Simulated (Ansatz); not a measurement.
```yaml
crystal:
  periodic: [false, false, false]
  atoms:
    - {symbol: O, position_ang: [-1.610687, 0.977792, -0.948067]}
    - {symbol: Ga, position_ang: [-0.511422, 0.996378, 0.010753]}
    - {symbol: B, position_ang: [0.703869, 0.176748, -0.168008]}
    - {symbol: Si, position_ang: [0.777502, -1.089767, 0.309447]}
    - {symbol: H, position_ang: [-2.207544, 1.219986, -0.843323]}
    - {symbol: H, position_ang: [-0.722732, 2.004660, 0.754932]}
    - {symbol: H, position_ang: [1.445369, 0.451011, -0.648198]}
    - {symbol: H, position_ang: [0.368985, -1.638180, -0.557995]}
    - {symbol: H, position_ang: [0.051299, -1.284288, 1.068171]}
    - {symbol: H, position_ang: [1.585326, -1.388276, 0.665079]}
basis:
  gaussian: {orbitals: def2-mTZVPP}
magnetization: {spin_polarized: true, initial_magnetization: 0}
hamiltonian: {xc: {name: wPBEh}}
```

```sh
$ ansatz run in.yaml --threads 4 --pin off --events-out ev --progress --plain --max-ram 10444MiB
```

Shortened log:

```
Functional definition: wPBEh
1248 factors; integrals over basis functions are off by at most 8.5e-4 eV
115 factors; integrals over basis functions are off by at most 2.7e-7 eV
mean field evaluation 1: about -63007.0398 eV, gradient 7.4e1 eV
mean field evaluation 2: about -62965.7584 eV, gradient 1.1e2 eV
mean field evaluation 4: about -63027.3101 eV, gradient 9.7e0 eV
mean field evaluation 8: about -63027.7673 eV, gradient 2.4e-1 eV
mean field evaluation 16: about -63027.7675 eV, gradient 5.2e-5 eV
mean field -63027.76750973 eV, -2316.2277342273 hartree, gradient 5.2e-5 eV, S^2 0.000000; 1 other end points of the search recorded, 0 dependent functions left out
reference -63027.76755800 eV, -2316.2277360012 hartree; 32, 32 occupied and 104, 104 virtual orbitals, 1248 factors
Total energy: -63027.76755800 eV, -2316.2277360012 hartree
```

Task: Something in this input is off. What?

Result: The geometry is squeezed to about two thirds of its size. The run converged. The result belongs to that input, not to the molecule as meant.
